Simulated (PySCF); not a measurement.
## Correlation energy of Kr+ (krypton, charge +1)

[Ar] 3d10 4s2 4p5, 2P determinant. Calculation: PySCF 2.14, in aug-cc-pVDZ-DK; the spin-free X2C one-electron Hamiltonian (Gaussian nucleus). Frozen: [Ar] 3d10; 7 electrons correlated.

MP2 pair energies summed by pair of shells (mhartree):

```tsv
pair	energy	share (%)
4p-4p	-66.88	68.4
4s-4p	-25.46	26.0
4s-4s	-5.39	5.5
```

Total MP2 correlation energy: -97.74 mhartree.

Same-spin part -24.70 and opposite-spin part -73.03 mhartree; SCS-MP2 scales them by 1/3 and 6/5 to -95.87 mhartree.

```json
{"level": "CCSD", "correlation energy (mhartree)": "-112.09"}
{"level": "(T)", "correlation energy (mhartree)": "-1.35"}
{"level": "CCSD(T)", "correlation energy (mhartree)": "-113.44"}
```

Diagnostics: T1 = 0.0053, D1 = 0.0168, largest double amplitude 0.042.

**Question.** Is a single reference adequate?

**Answer.** Yes, within this model without spin-orbit coupling: T1 lies below 0.03 and no double amplitude reaches 0.07.
